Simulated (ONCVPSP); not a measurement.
PBE ONCV dataset for phosphorus (P), non-relativistic all-electron reference.

Input for ONCVPSP 4.0.1:

```
# ATOM AND REFERENCE CONFIGURATION
# atsym  z   nc   nv     iexc    psfile
  P 15.00    3    2        4      upf
#
#   n    l    f
    1    0    2.00
    2    0    2.00
    2    1    6.00
    3    0    2.00
    3    1    3.00
#
# PSEUDOPOTENTIAL AND OPTIMIZATION
# lmax
    2
#
#   l,   rc,      ep,       ncon, nbas, qcut
    0    1.50    0.00    4    7    4.60
    1    2.05    0.00    5    7    3.20
    2    2.05    0.07    3    8    5.40
#
# LOCAL POTENTIAL
# lloc, lpopt,  rc(5),   dvloc0
    4    5    1.25   -1.00
#
# VANDERBILT-KLEINMAN-BYLANDER PROJECTORs
# l, nproj, debl
    0    1    2.60
    1    2    1.20
    2    2    0.70
#
# MODEL CORE CHARGE
# icmod, fcfact, rcfact
    3    4.25    1.55
#
# LOG DERIVATIVE ANALYSIS
# epsh1, epsh2, depsh
   -2.00    5.00    0.02
#
# OUTPUT GRID
# rlmax, drl
    6.00    0.01
#
# TEST CONFIGURATIONS
# ncnf
    4
# nvcnf
#   n    l    f
    2
    3    0    2.00
    3    1    2.00
#
    2
    3    0    2.00
    3    1    1.00
#
    2
    3    0    2.00
    3    1    0.00
#
    2
    3    0    1.00
    3    1    3.00
#
```

Command:

```bash
oncvpspnr.x < P.dat > P.out
```

The program printed (shortened: citation, most of the input echo, consistency checks and plot data are left out):

```
ONCVPSP  (Optimized Norm-Conservinng Vanderbilt PSeudopotential)
scalar-relativistic version 4.0.1

test_data: must have ncon+3 <= nbas <= ncon+5, l=   1
 for nproj=2
ERROR: test_data found   1 ERROR; stopping
```

oncvpspnr.x prints “scalar-relativistic version” in its banner although the run is non-relativistic.

The run stopped because the input breaks a rule of the program on the basis size: nbas must lie between ncon + 3 and ncon + 5.

The run took about 0.01 s on one core of a shared server CPU.
